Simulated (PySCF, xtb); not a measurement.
Ge(H)2(Me)(vinyl) (C₃H₈Ge), SMILES [CH](=C)[GeH2][CH3]. One conformer was computed; it need not be the lowest.

Harmonic wavenumbers (cm⁻¹) from GFN2-xTB (xtb) at its own minimum, in rising order: 80, 129, 141, 305, 346, 473, 548, 599, 637, 664, 803, 819, 861, 916, 996, 1026, 1253, 1328, 1409, 1465, 1465, 1658, 1937, 1986, 3012, 3012, 3022, 3022, 3062, 3083.

Q: What does PBE-D3(BJ)/def2-SVP run with PySCF give at its own minimum? (Estimate from the structure and the level; the computed values follow.)

A: 90, 137, 147, 308, 368, 480, 556, 593, 663, 676, 809, 828, 856, 930, 972, 1001, 1203, 1224, 1367, 1389, 1391, 1622, 2055, 2056, 2987, 3046, 3072, 3093, 3095, 3136. Paired by order, the mean absolute difference is 34 cm⁻¹ and the zero-point energies are 57.3 and 57.4 kcal/mol.
